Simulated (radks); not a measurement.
In III, 47 electrons, occupied as [Kr] 4d10 5s(up 0.625, down 0.375) (fractional occupations, a model configuration). Method: scalar-relativistic Kohn-Sham, r2SCAN, spin-polarised, spherical densities, finite nucleus; meta-GGA in the generalised Kohn-Sham scheme; Fermi nuclear charge, rms radius 4.6156 fm; computed with a radial shooting solver on a logarithmic mesh with Libxc functionals.

Local quantities along the radius. ELF = 1/(1 + alpha^2) is the electron localisation function; alpha = (tau - tau_W)/tau_unif compares the Pauli kinetic energy density with that of the uniform gas (summed over spins); r v_xc is r times the local exchange-correlation potential of spin up (hartree bohr, multiplicative part alone); 4 pi r^2 rho is in e/bohr; -r V(r) is the screened charge that the Kohn-Sham potential of spin up presents (atomic units). tau is taken from the large components.

r (bohr),ELF,alpha,r v_xc,4 pi r^2 rho,-r V(r)
0.001802,0.999,0.02341,-0.1335,4.036,48.61
0.002065,0.999,0.02389,-0.1454,5.070,48.55
0.002385,0.999,0.02462,-0.1596,6.430,48.47
0.002754,0.999,0.02561,-0.1758,8.114,48.38
0.003155,0.999,0.02683,-0.1930,10.06,48.29
0.003644,0.999,0.02850,-0.2133,12.54,48.17
0.004208,0.999,0.03066,-0.2359,15.53,48.03
0.004821,0.999,0.03327,-0.2594,18.85,47.88
0.005568,0.999,0.03684,-0.2867,22.93,47.71
0.00643,0.998,0.04152,-0.3163,27.57,47.50
0.007367,0.998,0.04733,-0.3465,32.43,47.28
0.008508,0.997,0.05557,-0.3806,37.97,47.01
0.009826,0.996,0.06690,-0.4167,43.71,46.71
0.01126,0.993,0.08178,-0.4524,49.05,46.38
0.013,0.989,0.1043,-0.4918,54.27,45.99
0.01501,0.981,0.1376,-0.5329,58.61,45.55
0.0172,0.967,0.1847,-0.5732,61.52,45.09
0.01987,0.936,0.2611,-0.6167,63.00,44.54
0.02294,0.873,0.3807,-0.6536,62.72,43.93
0.02629,0.766,0.5529,-0.6600,61.02,43.25
0.03036,0.601,0.8142,-0.6116,58.30,42.41
0.03506,0.437,1.136,-0.5659,55.66,41.49
0.04017,0.338,1.398,-0.5976,54.37,40.61
0.04639,0.316,1.471,-0.6937,55.39,39.64
0.05357,0.376,1.287,-0.7063,59.43,38.48
0.06138,0.495,1.010,-0.8295,65.59,37.40
0.07088,0.635,0.7588,-0.9482,72.99,36.13
0.08186,0.729,0.6098,-1.022,78.76,34.72
0.09379,0.759,0.5637,-1.059,80.44,33.28
0.1083,0.722,0.6203,-1.085,77.03,31.67
0.1251,0.599,0.8185,-1.055,69.36,29.93
0.1433,0.430,1.151,-0.9704,61.18,28.16
0.1655,0.316,1.470,-0.9966,55.52,26.34
0.1911,0.342,1.386,-0.9798,55.53,24.39
0.219,0.486,1.028,-1.236,59.93,22.76
0.2529,0.660,0.7176,-1.399,64.89,20.91
0.2921,0.755,0.5689,-1.454,64.79,19.01
0.3346,0.765,0.5540,-1.421,57.58,17.23
0.3865,0.671,0.6998,-1.359,44.29,15.46
0.4463,0.416,1.184,-1.035,30.52,13.54
0.5113,0.204,1.976,-0.9816,21.82,12.03
0.5905,0.213,1.921,-0.8732,18.93,10.40
0.682,0.470,1.062,-1.286,20.37,9.311
0.7814,0.697,0.6587,-1.433,22.01,8.107
0.9024,0.767,0.5515,-1.444,21.33,6.841
1.042,0.741,0.5907,-1.416,17.92,5.765
1.194,0.659,0.7200,-1.342,13.48,4.931
1.379,0.520,0.9612,-1.180,8.969,4.187
1.592,0.365,1.319,-0.9975,5.515,3.612
1.824,0.252,1.724,-0.8737,3.332,3.243
2.107,0.184,2.104,-0.7845,1.906,2.989
2.433,0.158,2.312,-0.7226,1.063,2.827
2.788,0.154,2.343,-0.6601,0.5859,2.711
3.22,0.158,2.306,-0.5807,0.2852,2.602
3.718,0.155,2.333,-0.4356,0.1207,2.443
4.26,0.134,2.539,-0.2246,0.04507,2.227
4.92,0.094,3.107,0.03357,0.01269,1.967
5.682,0.049,4.402,0.4067,0.002721,1.593
6.51,0.021,6.772,0.002547,0.0004763,1.998

On this mesh the ELF has minima near r = 0.046, 0.17, 0.51 bohr, which separate the shells, and maxima near 0.094 (0.76), 0.33 (0.77), 0.90 (0.77), 3.2 (0.16).

Self-consistent cycle (total energy in hartree, residual of the potential): 1: -5875.739198, 7e+00; 2: -5879.984964, 3e+00; 3: -5881.306443, 7e-01; 4: -5881.374901, 4e-01; 5: -5881.402429, 8e-03; 6: -5881.402475, 1e-03; 7: -5881.402497, 1e-03; 8: -5881.402493, 6e-05; 9: -5881.402493, 2e-05; 10: -5881.402493, 1e-05; 11: -5881.402493, 7e-06; 12: -5881.402493, 5e-06.
